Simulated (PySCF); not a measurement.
CH5O, SMILES C[OH2+], charge +1.

Geometry: B3LYP-D3(BJ)/def2-TZVP. The isomer is the one that the SMILES or the coordinates give; other isomers of the formula were not compared.

Two levels are set side by side: TDA-PBE/def2-TZVPD (PySCF) and TDA-ωB97X/def2-TZVPD (PySCF). Vertical, same geometry. The lowest singlet is HOMO→LUMO 99 % with PBE and HOMO→LUMO 89 % with the other functional; states are paired by order. Differences are taken from unrounded values.

```tsv
quantity	TDA-ωB97X
lowest singlet excitation (eV)	9.62
lowest triplet excitation (TDA) (eV)	8.97
first bright state (f over 0.05) (eV)	12.44
its oscillator strength	0.13
```

Question: What does TDA-PBE give, and how far is it from TDA-ωB97X? (Estimate from the structure and the level; the computed values follow.)

Answer: 
```tsv
quantity	TDA-PBE	TDA-PBE minus TDA-ωB97X
lowest singlet excitation (eV)	8.40	-1.22
lowest triplet excitation (TDA) (eV)	7.87	-1.10
first bright state (f over 0.05) (eV)	11.64	-0.81
its oscillator strength	0.06	-0.07
```

A lower first singlet is the usual sign of a functional without exact exchange. Differences between two approximate levels are no errors against the true value.

Rough cost on one machine, each run with all the roots and properties that it gave: TDA-ωB97X against TDA-PBE about 2 times.
